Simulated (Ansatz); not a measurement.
Computed with Ansatz on PBE0-D4/def2-TZVP structures; ΔE is electronic, products minus reactants. CCSD(T)/CBS is the MP2 limit (def2-TZVPP, def2-QZVPP) plus CCSD(T) − MP2 in def2-TZVPP, frozen cores. This one scheme is used for every species. DFT in def2-TZVPP. B3LYP here is the variant with VWN-RPA as its local correlation; programs differ in this. Elements past krypton have def2 core potentials. For I outer-core shells are correlated without core-valence functions, which leaves a few kJ/mol of doubt a bond.

Reaction (ligand exchange at a B–C bond): `CBC` + HI → `CBI` + CH₄

CCSD(T)/CBS gives -19.7 kcal/mol.

Q: Another level gave -18.9 kcal/mol. Which?
A. B3LYP/def2-TZVPP
B. CAM-B3LYP/def2-TZVPP
C. r2SCAN0/def2-TZVPP
D. SCS-MP2/def2-TZVPP

A: C. r2SCAN0 -18.9, B3LYP -17.8, SCS-MP2/def2-TZVPP -20.0, CAM-B3LYP -16.6 kcal/mol.

Largest T1 diagnostic among the species: 0.011.

At CCSD(T), def2-SVP lies +1.1 kcal/mol from the extrapolated value and def2-TZVPP +0.6 kcal/mol. In def2-TZVPP, CCSD(T) changes the Hartree–Fock value by −1.4 kcal/mol (the triples alone add −0.8 kcal/mol) and MP2 by −3.4 kcal/mol.
